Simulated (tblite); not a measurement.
C6H17AsSi2.
Numbering: `[CH3:1][CH2:2][C@H:3]1[CH2:4][C@H:5]([SiH2:6][AsH:7][SiH3:8])[CH2:9]1` (hydrogens: H10, H11, H12 on C1; H13, H14 on C2; H15 on C3; H16, H17 on C4; H18 on C5; H19, H20 on Si6; H21 on As7; H22, H23, H24 on Si8; H25, H26 on C9)

Computed with GFN2-xTB (tblite), gas phase: L-BFGS steps from a force-field or distance-geometry start until the largest atomic force falls under 0.01 eV/Å.

At the end of the run (lengths in Å): As7–H21 1.502, C2–C3 1.521, C4–H16 1.089, C1–H10 1.088, C1–H11 1.088, C5–Si6 1.901, C9–H26 1.090, Si6–As7–Si8 98.0°, C2–C3–C4 116.9°, C4–C5–Si6 114.5°, C5–Si6–As7 107.9°, C1–C2–C3–C4 -177°, C2–C3–C4–C5 135°, C3–C4–C5–Si6 102°, H16–C4–C3–C2 -106°, H25–C9–C3–C2 106°.

**Question.** These geometries were met on the way; a selection of coordinates is given. Order them by energy above the end point, lowest first.
A. As7–H21 1.558, C2–C3 1.558, C4–H16 1.122, C1–H10 1.118, C1–H11 1.115, C5–Si6 1.877, C9–H26 1.114, Si6–As7–Si8 92.6°, C2–C3–C4 112.4°, C4–C5–Si6 114.1°, C5–Si6–As7 109.3°, C1–C2–C3–C4 -177°, C2–C3–C4–C5 117°, C3–C4–C5–Si6 116°, H16–C4–C3–C2 -128°, H25–C9–C3–C2 128°
B. As7–H21 1.544, C2–C3 1.531, C4–H16 1.095, C1–H10 1.096, C1–H11 1.099, C5–Si6 1.885, C9–H26 1.095, Si6–As7–Si8 92.5°, C2–C3–C4 113.3°, C4–C5–Si6 113.7°, C5–Si6–As7 109.4°, C1–C2–C3–C4 -177°, C2–C3–C4–C5 117°, C3–C4–C5–Si6 116°, H16–C4–C3–C2 -127°, H25–C9–C3–C2 128°
C. As7–H21 1.503, C2–C3 1.523, C4–H16 1.089, C1–H10 1.088, C1–H11 1.088, C5–Si6 1.900, C9–H26 1.091, Si6–As7–Si8 96.2°, C2–C3–C4 114.8°, C4–C5–Si6 116.7°, C5–Si6–As7 106.2°, C1–C2–C3–C4 -178°, C2–C3–C4–C5 121°, C3–C4–C5–Si6 117°, H16–C4–C3–C2 -121°, H25–C9–C3–C2 123°
D. As7–H21 1.509, C2–C3 1.523, C4–H16 1.089, C1–H10 1.086, C1–H11 1.087, C5–Si6 1.899, C9–H26 1.091, Si6–As7–Si8 91.8°, C2–C3–C4 114.6°, C4–C5–Si6 115.2°, C5–Si6–As7 109.4°, C1–C2–C3–C4 -177°, C2–C3–C4–C5 118°, C3–C4–C5–Si6 117°, H16–C4–C3–C2 -124°, H25–C9–C3–C2 125°
E. As7–H21 1.506, C2–C3 1.517, C4–H16 1.083, C1–H10 1.080, C1–H11 1.080, C5–Si6 1.898, C9–H26 1.084, Si6–As7–Si8 92.0°, C2–C3–C4 114.6°, C4–C5–Si6 114.7°, C5–Si6–As7 110.0°, C1–C2–C3–C4 -177°, C2–C3–C4–C5 118°, C3–C4–C5–Si6 116°, H16–C4–C3–C2 -126°, H25–C9–C3–C2 126°

**Answer.** C (0.038 eV), D (0.063 eV), E (0.106 eV), B (0.189 eV), A (0.310 eV).

| step | E above end (eV) | rms distance from the end, all atoms (Å) | largest force (eV/Å) | rms shift of all bonds from the end (Å) |
| --- | --- | --- | --- | --- |
| 30 | 0.038 | 0.467 | 0.066 | 0.002 |
| 10 | 0.063 | 0.489 | 0.121 | 0.003 |
| 3 | 0.106 | 0.492 | 0.268 | 0.005 |
| 1 | 0.189 | 0.494 | 0.529 | 0.011 |
| 0 | 0.310 | 0.495 | 1.215 | 0.021 |

Rows stand in the order of the answer.
